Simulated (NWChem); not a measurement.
System: C₂H₂BrF; SMILES C=C(F)Br

Here is an NWChem input.

```
start job
memory heap 200 mb stack 900 mb global 1100 mb
geometry units angstroms noautoz
  C     -1.210565     1.633514     0.000000
  C     -0.077865     0.942427     0.000000
  F      1.111551     1.511021     0.000000
  Br     0.030446    -0.931338     0.000000
  H     -2.174056     1.127657     0.000000
  H     -1.165198     2.724322     0.000000
end
basis spherical
  * library 6-31g*
end
dft
  xc n12
  iterations 150
  mulliken
end
task dft energy
```

NWChem printed, in part:

```
             Northwest Computational Chemistry Package (NWChem) 7.3.0
             --------------------------------------------------------

 CS  symmetry detected

                             Geometry "geometry" -> ""
                             -------------------------

 Output coordinates in angstroms (scale by  1.889725989 to convert to a.u.)

  No.       Tag          Charge          X              Y              Z
 ---- ---------------- ---------- -------------- -------------- --------------
    1 C                    6.0000    -1.20741763     1.63050145     0.00000000
    2 C                    6.0000    -0.07605276     0.93723089     0.00000000
    3 F                    9.0000     1.11445778     1.50352958     0.00000000
    4 Br                  35.0000     0.02864376    -0.93673954     0.00000000
    5 H                    1.0000    -2.17188257     1.12650386     0.00000000
    6 H                    1.0000    -1.15994667     2.72121991     0.00000000

 Effective nuclear repulsion energy (a.u.)     232.3172913013

      Symmetry information
      --------------------

 Group name             Cs
 Group number              2
 Group order               2
 No. of unique centers     6

                                 NWChem DFT Module
                                 -----------------

 Summary of "ao basis" -> "ao basis" (spherical)
 ------------------------------------------------------------------------------
       Tag                 Description            Shells   Functions and Types
 ---------------- ------------------------------  ------  ---------------------
 C                           6-31g*                  6       14   3s2p1d
 F                           6-31g*                  6       14   3s2p1d
 Br                          6-31g*                 12       32   5s4p3d
 H                           6-31g*                  2        2   2s

      Symmetry analysis of basis
      --------------------------

        a'         56
        a"         22

            General Information
            -------------------
          SCF calculation type: DFT
          Wavefunction type:  closed shell.
          No. of atoms     :     6
          No. of electrons :    58
           Alpha electrons :    29
            Beta electrons :    29
          Charge           :     0
          Spin multiplicity:     1
          Use of symmetry is: on ; symmetry adaption is: on
          Maximum number of iterations: 150
          AO basis - number of functions:    78
                     number of shells:    34
          Convergence on energy requested:  1.00D-06
          Convergence on density requested:  1.00D-05
          Convergence on gradient requested:  5.00D-04

              XC Information
              --------------
                          N12 Method XC Functional
                           N12 Exchange Functional  1.000
                         N12 Correlation Potential  1.000

             Grid Information
             ----------------
          Grid used for XC integration:  medium
          Radial quadrature: Mura-Knowles
          Angular quadrature: Lebedev.
          Tag              B.-S. Rad. Rad. Pts. Rad. Cut. Ang. Pts.
          ---              ---------- --------- --------- ---------
          C                   0.70       49           9.0       434
          F                   0.50       49           9.0       434
          Br                  1.15      112          10.0       590
          H                   0.35       45          11.0       434
          Grid pruning is: on
          Number of quadrature shells:   349
          Spatial weights used:  Erf1

      Superposition of Atomic Density Guess
      -------------------------------------

 Sum of atomic energies:       -2747.77658393

      Non-variational initial energy
      ------------------------------

 Total energy =   -2749.262660
 1-e energy   =   -4285.279643
 2-e energy   =    1303.699692
 HOMO         =      -0.261931
 LUMO         =       0.070554

      Symmetry analysis of molecular orbitals - initial
      -------------------------------------------------

  Numbering of irreducible representations:

     1 a'          2 a"

  Orbital symmetries:

     1 a'          2 a'          3 a'          4 a'          5 a"
     6 a'          7 a'          8 a'          9 a'         10 a'
    11 a'         12 a"         13 a'         14 a'         15 a"
    16 a'         17 a"         18 a'         19 a'         20 a'
    21 a'         22 a'         23 a"         24 a'         25 a'
    26 a'         27 a"         28 a'         29 a"         30 a'
    31 a"         32 a'         33 a'         34 a'         35 a'
    36 a'         37 a"         38 a'         39 a'

     ---------------------------------------------
      Total Density - Mulliken Population Analysis
     ---------------------------------------------

    Atom       Charge   Shell Charges
 -----------   ------   -------------------------------------------------------
    1 C    6     6.76   2.00  0.74  2.09  0.63  1.29  0.02
    2 C    6     5.12   2.00  0.66  1.39  0.43  0.57  0.07
    3 F    9     9.42   2.00  0.94  3.37  1.00  2.09  0.01
    4 Br  35    35.18   2.00  2.00  6.00  2.00  5.99  1.56  3.84  0.37  1.40  6.97  2.93  0.13
    5 H    1     0.75   0.45  0.30
    6 H    1     0.76   0.45  0.30

   convergence    iter        energy       DeltaE   RMS-Dens  Diis-err
 ---------------- ----- ----------------- --------- --------- ---------
 d= 0,ls=0.0,diis     1  -2752.3747817958 -2.98D+03  1.93D-02  1.15D+00
 d= 0,ls=0.0,diis     2  -2752.1600032612  2.15D-01  1.62D-02  2.69D+00
 d= 0,ls=0.0,diis     3  -2752.4558189532 -2.96D-01  6.04D-03  2.44D-01
 d= 0,ls=0.0,diis     4  -2752.4828060994 -2.70D-02  2.47D-03  6.02D-02
 d= 0,ls=0.0,diis     5  -2752.4895749936 -6.77D-03  6.90D-04  7.56D-03
  Resetting Diis
 d= 0,ls=0.0,diis     6  -2752.4902127609 -6.38D-04  1.45D-04  1.48D-04
 d= 0,ls=0.0,diis     7  -2752.4902289001 -1.61D-05  8.20D-05  8.75D-06
 d= 0,ls=0.0,diis     8  -2752.4902270217  1.88D-06  5.28D-05  2.52D-05
 d= 0,ls=0.0,diis     9  -2752.4902299417 -2.92D-06  5.80D-06  2.22D-07
 d= 0,ls=0.0,diis    10  -2752.4902299529 -1.12D-08  3.14D-06  9.51D-08

         Total DFT energy =    -2752.490229952898
      One electron energy =    -4290.521112795176
           Coulomb energy =     1420.755712090323
    Exchange-Corr. energy =     -115.042120549336
 Nuclear repulsion energy =      232.317291301291

 Numeric. integr. density =       57.999998706370

                  Occupations of the irreducible representations
                  ----------------------------------------------

                     irrep           alpha         beta
                     --------     --------     --------
                     a'               22.0         22.0
                     a"                7.0          7.0

                       DFT Final Molecular Orbital Analysis
                       ------------------------------------

 Vector   27  Occ=2.000000D+00  E=-2.863849D-01  Symmetry=a"
              MO Center=  6.8D-02, -1.4D-01, -1.0D-15, r^2= 2.5D+00
   Bfn.  Coefficient  Atom+Function         Bfn.  Coefficient  Atom+Function
  ----- ------------  ---------------      ----- ------------  ---------------
    55      0.644853  4 Br pz                33     -0.286488  3 F  pz
    51     -0.287583  4 Br pz                59      0.245220  4 Br pz
    19      0.214230  2 C  pz                37     -0.200520  3 F  pz
     5      0.152355  1 C  pz                23      0.106859  2 C  pz
     9      0.096208  1 C  pz                47      0.086041  4 Br pz

 Vector   28  Occ=2.000000D+00  E=-2.618745D-01  Symmetry=a'
              MO Center=  2.5D-02, -7.8D-01, -7.4D-16, r^2= 1.8D+00
   Bfn.  Coefficient  Atom+Function         Bfn.  Coefficient  Atom+Function
  ----- ------------  ---------------      ----- ------------  ---------------
    53      0.795079  4 Br px                49     -0.351866  4 Br px
    57      0.306617  4 Br px                32      0.134660  3 F  py
    45      0.105183  4 Br px                36      0.088903  3 F  py
     4     -0.077633  1 C  py                 6      0.067404  1 C  s
    78     -0.066923  6 H  s                 54      0.052411  4 Br py

 Vector   29  Occ=2.000000D+00  E=-2.170434D-01  Symmetry=a"
              MO Center= -4.7D-01,  7.2D-01, -1.9D-16, r^2= 2.9D+00
   Bfn.  Coefficient  Atom+Function         Bfn.  Coefficient  Atom+Function
  ----- ------------  ---------------      ----- ------------  ---------------
    55      0.463137  4 Br pz                 5     -0.397787  1 C  pz
    19     -0.305081  2 C  pz                 9     -0.302655  1 C  pz
    33      0.204997  3 F  pz                51     -0.202036  4 Br pz
    59      0.198707  4 Br pz                23     -0.150926  2 C  pz
    37      0.148925  3 F  pz                47      0.060295  4 Br pz

 Vector   30  Occ=0.000000D+00  E=-2.728295D-02  Symmetry=a'
              MO Center= -5.2D-02, -3.4D-01, -9.1D-16, r^2= 2.9D+00
   Bfn.  Coefficient  Atom+Function         Bfn.  Coefficient  Atom+Function
  ----- ------------  ---------------      ----- ------------  ---------------
    20      1.023462  2 C  s                 58     -0.743948  4 Br py
    54     -0.530528  4 Br py                18     -0.437139  2 C  py
    22     -0.416274  2 C  py                56     -0.383985  4 Br s
    52      0.296541  4 Br s                 78      0.256727  6 H  s
    50      0.220344  4 Br py                16      0.199640  2 C  s

 Vector   31  Occ=0.000000D+00  E=-2.016413D-02  Symmetry=a"
              MO Center= -5.6D-01,  1.2D+00,  2.1D-14, r^2= 2.2D+00
   Bfn.  Coefficient  Atom+Function         Bfn.  Coefficient  Atom+Function
  ----- ------------  ---------------      ----- ------------  ---------------
     9      0.565383  1 C  pz                23     -0.547955  2 C  pz
    19     -0.519658  2 C  pz                 5      0.417088  1 C  pz
    33      0.198281  3 F  pz                37      0.179991  3 F  pz
    55      0.167189  4 Br pz                59      0.158239  4 Br pz
    71     -0.084314  4 Br d -1              51     -0.070709  4 Br pz

 Vector   32  Occ=0.000000D+00  E= 8.472927D-02  Symmetry=a'
              MO Center= -6.0D-01,  1.2D+00, -8.2D-15, r^2= 3.4D+00
   Bfn.  Coefficient  Atom+Function         Bfn.  Coefficient  Atom+Function
  ----- ------------  ---------------      ----- ------------  ---------------
    76      0.992149  5 H  s                 78     -0.745486  6 H  s
    21      0.552005  2 C  px                20      0.545436  2 C  s
    34     -0.546989  3 F  s                  8      0.536549  1 C  py
     7      0.402506  1 C  px                35      0.334902  3 F  px
    17      0.322399  2 C  px                31      0.301792  3 F  px

     ---------------------------------------------
      Total Density - Mulliken Population Analysis
     ---------------------------------------------

    Atom       Charge   Shell Charges
 -----------   ------   -------------------------------------------------------
    1 C    6     6.39   2.00  0.69  2.11  0.58  0.99  0.03
    2 C    6     5.67   2.00  0.70  1.93  0.40  0.56  0.08
    3 F    9     9.24   2.00  0.94  3.40  1.01  1.87  0.02
    4 Br  35    35.05   2.00  2.00  6.00  2.00  5.99  1.68  3.91  0.28  1.15  7.03  2.84  0.18
    5 H    1     0.82   0.53  0.29
    6 H    1     0.83   0.53  0.30

     -------------------------------------------
      Total Density - Lowdin Population Analysis
     -------------------------------------------

    Atom       Charge   Shell Charges
 -----------   ------   -------------------------------------------------------
    1 C    6     6.33   1.99  0.56  1.92  0.44  1.36  0.06
    2 C    6     5.98   1.99  0.54  1.72  0.39  1.15  0.19
    3 F    9     9.06   1.99  0.93  3.26  0.80  2.04  0.04
    4 Br  35    34.95   2.00  2.00  5.99  1.99  5.90  1.30  3.53  0.55  1.63  6.78  3.01  0.26
    5 H    1     0.84   0.48  0.35
    6 H    1     0.84   0.48  0.36

     Multipole analysis of the density
     ---------------------------------

     L   x y z        total         alpha         beta         nuclear
     -   - - -        -----         -----         ----         -------
     0   0 0 0     -0.000000    -29.000000    -29.000000     58.000000

     1   1 0 0     -0.405970     -0.202985     -0.202985     -0.000000
     1   0 1 0      0.206157      0.103079      0.103079      0.000000
     1   0 0 1     -0.000000     -0.000000     -0.000000      0.000000

     2   2 0 0    -24.689656    -58.860190    -58.860190     93.030724
     2   1 1 0     -1.293394      5.962422      5.962422    -13.218237
     2   1 0 1     -0.000000     -0.000000     -0.000000      0.000000
     2   0 2 0    -23.149420   -156.118741   -156.118741    289.088063
     2   0 1 1     -0.000000     -0.000000     -0.000000      0.000000
     2   0 0 2    -26.238804    -13.119402    -13.119402      0.000000
```

Level: N12/6-31G* (spherical d). All runs use the structure optimised with PBE0/def2-SVP.
